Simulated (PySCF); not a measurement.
## Computed properties of CH4Cl2GeO, SMILES [CH3][Ge]([OH])([Cl])[Cl]

Ge(Cl)2(Me)(OH) (CH₄Cl₂GeO), SMILES [CH3][Ge]([OH])([Cl])[Cl]. Coordinates come from a B3LYP-D3(BJ)/def2-SVP optimisation. This is a generated structure with no PubChem entry under its InChIKey; it may be hypothetical. One conformer was computed; it need not be the lowest. All values are computed for the isolated molecule unless a solvent is named; none is compared with measurement here.

**Structure.** The optimised structure has Cs symmetry. All 21 harmonic modes at B3LYP-D3(BJ)/def2-SVP (PySCF) are real, so it is a minimum. With heavy atoms numbered as in [CH3:1][Ge:2]([OH:3])([Cl:4])[Cl:5], the shortest bond between them is Ge2–O3 at 1.767 Å and the longest Ge2–Cl4 at 2.172 Å.

**Vibrations.** The strongest infrared lines (harmonic, unscaled, degenerate partners summed) lie at 911 cm⁻¹ (123 km/mol, H 89 %), 271 cm⁻¹ (110 km/mol, H 50 %, O 41 %), 424 cm⁻¹ (100 km/mol, Cl 60 %, Ge 39 %). The softest mode is at 69 cm⁻¹ and the zero-point energy is 33.2 kcal/mol.

**Electronic structure.** r2SCAN/def2-TZVP (PySCF) places the frontier levels at -7.87 and -1.45 eV, a gap of 6.42 eV, and gives a dipole moment of 1.54 D and a mean polarisability of 67.8 bohr³. PBE/def2-TZVP (PySCF) at the same geometry gives -7.47 and -1.74 eV, so its gap is 0.69 eV narrower. An orbital gap is neither the optical nor the fundamental gap.

**Excitations.** TDA-B3LYP/def2-SVPD (PySCF) has S1 at 6.38 eV (194 nm, f = 0.004, weak); the most intense of the 10 singlets computed lies at 7.20 eV (f = 0.09). T1 (TDA) is at 5.96 eV, 0.42 eV under S1. TDA-PBE/def2-SVPD (PySCF) puts S1 at 5.79 eV. No vertical singlet excitation falls in the visible range (under 3.1 eV).

**NMR.** GIAO shifts at PBE0/pcSseg-1 (PySCF) (non-relativistic, atoms alike by connectivity averaged): ¹³C at 11.8 ppm against TMS; ¹H from 1.4 to 2.6 ppm against TMS. Without spin–orbit terms, shifts of atoms bonded to Cl or Br come out too high.
